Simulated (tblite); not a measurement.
Isomers of C11H9NSi. Computed values, GFN2-xTB/tblite, gas phase, harmonic and unscaled. Against measured fundamentals such values can be off by several per cent, at times by over 20. Modes of hydrogen on silicon can be 10 to 20 % off. One conformer each.

Electronic energies: GFN2-xTB at the same geometries; isomer energies are rough at this level and their order can be wrong.

| SMILES | electronic energy, lowest = 0 (kcal/mol) |
| --- | --- |
| N#Cc1ccc([SiH3])c2ccccc12 | 15.9 |
| c1ccc2c(c1)[SiH2]c1cnccc1-2 | 0.0 |
| c1ccc2c(c1)[SiH2]c1ccncc1-2 | 0.7 |

Task: How do GFN2-xTB zero-point energies change the relative energies?

Result: 
```tsv
SMILES	ZPE (kcal/mol)	of it from modes above 1550 cm⁻¹	electronic (kcal/mol)	with ZPE, lowest = 0 (kcal/mol)	lowest mode (cm⁻¹)	rings
c1ccc2c(c1)[SiH2]c1cnccc1-2	100.2	43.9	0.0	0.0	81	3
c1ccc2c(c1)[SiH2]c1ccncc1-2	100.2	43.9	0.7	0.6	82	3
N#Cc1ccc([SiH3])c2ccccc12	97.5	46.2	15.9	13.2	65	2
```

The zero-point energies span 2.7 kcal/mol, from `N#Cc1ccc([SiH3])c2ccccc12` to `c1ccc2c(c1)[SiH2]c1cnccc1-2`. The order is unchanged.

Task: What do entropy and thermal enthalpy add at 298.15 K and 1 bar (rigid rotor, harmonic oscillator, one conformer each)?

Result: 
```json
{"SMILES": "c1ccc2c(c1)[SiH2]c1cnccc1-2", "point group": "Cs", "symmetry number": "1", "S (cal/(mol K))": "99.7", "H − H(0) (kcal/mol)": "7.19", "ZPE + H − H(0) − TS (kcal/mol)": "77.7"}
{"SMILES": "c1ccc2c(c1)[SiH2]c1ccncc1-2", "point group": "Cs", "symmetry number": "1", "S (cal/(mol K))": "99.7", "H − H(0) (kcal/mol)": "7.19", "ZPE + H − H(0) − TS (kcal/mol)": "77.6"}
{"SMILES": "N#Cc1ccc([SiH3])c2ccccc12", "point group": "Cs", "symmetry number": "1", "S (cal/(mol K))": "106.1", "H − H(0) (kcal/mol)": "7.99", "ZPE + H − H(0) − TS (kcal/mol)": "73.9"}
```
